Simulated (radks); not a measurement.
Question: Coherent X-ray form factor from a spherical all-electron density. Method: Dirac Kohn-Sham, PBE, spin-unpolarised, spherical densities, finite nucleus; Fermi nuclear charge, rms radius of each element as measured or else 0.836 A^(1/3) + 0.57 fm; computed with a radial shooting solver on a logarithmic mesh with Libxc functionals.

| sin(theta)/lambda (1/angstrom) | f0 (electrons) |
|---|---|
| 0.05 | 62.604 |
| 0.1 | 59.469 |
| 0.15 | 55.974 |
| 0.2 | 52.522 |
| 0.25 | 49.146 |
| 0.3 | 45.912 |
| 0.4 | 40.157 |
| 0.5 | 35.436 |
| 0.6 | 31.521 |
| 0.8 | 25.360 |
| 1 | 21.005 |
| 1.25 | 17.524 |
| 1.5 | 15.242 |
| 2 | 11.626 |

The species is in the configuration that NIST lists as its ground one. Which atom or ion scatters so?

Answer: Neutral gadolinium, [Xe] 4f7 5d1 6s2. Extrapolating in s^2 from the first two rows gives f0(0) = 63.6, near the electron count 64; among species with that count, the fall with angle is slower the higher Z, and the table is that of Z = 64; from so few rows the species is fixed only to a neighbour or two.
